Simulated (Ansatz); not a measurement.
`N[C]1(F)[CH2][GeH2]1` → `C[N](C)[Ge][F]`  (isomerisation)

Isolated molecules relaxed with PBE0-D4/def2-TZVP in Ansatz; ΔE leaves out vibrations. CCSD(T)/CBS adds triple-zeta CCSD(T) − MP2 to the extrapolated MP2 energy (def2 sets, frozen cores). Functionals use def2-TZVPP. B3LYP here is the variant with VWN-RPA as its local correlation; programs differ in this. For Ge outer-core shells are correlated without core-valence functions, which leaves a few kJ/mol of doubt a bond. Scalar relativity is left out up to krypton. Each species was taken in one conformer, which may not be the lowest.

`N[C]1(F)[CH2][GeH2]1`:

```xyz
11

N     1.179    1.065    0.285
C     0.387   -0.076    0.411
F     0.804   -0.972    1.394
C     0.001   -0.769   -0.872
Ge   -1.531    0.043    0.050
H     1.210    1.618    1.129
H     2.120    0.850   -0.029
H     0.372   -0.332   -1.793
H     0.038   -1.853   -0.834
H    -2.479   -0.924    0.746
H    -2.102    1.349   -0.488
```

`C[N](C)[Ge][F]`:

Cartesian coordinates in Å:
```
C 0.474 0.024 1.069
N 0.011 0.209 -0.284
C -0.857 -0.839 -0.759
Ge 0.414 1.598 -1.392
F 1.455 2.473 -0.254
H -0.371 -0.021 1.769
H 1.124 0.848 1.358
H 1.032 -0.916 1.166
H -1.760 -0.923 -0.141
H -1.171 -0.639 -1.788
H -0.353 -1.814 -0.744
```

```tsv
level	ΔE (kJ/mol)
PBE0-D4	-257.5
B3LYP	-289.3
MP2/CBS(def2)	-272.4
CCSD/CBS(def2)	-273.8
```

Question: What does CCSD(T)/CBS give? (Estimate.)

Answer: The calculation gave: -270.9 kJ/mol. The listed levels differ from it by 13.4, -18.4, -1.5, -2.9 kJ/mol.

Largest T1 diagnostic among the species: 0.015.

In def2-TZVPP, CCSD(T) changes the Hartree–Fock value by +28.2 kJ/mol (the triples alone add +2.9 kJ/mol) and MP2 by +26.7 kJ/mol. From PBE to PBE0 (25 % exact exchange), in def2-TZVPP and without D4, ΔE moves by +5.5 kJ/mol.
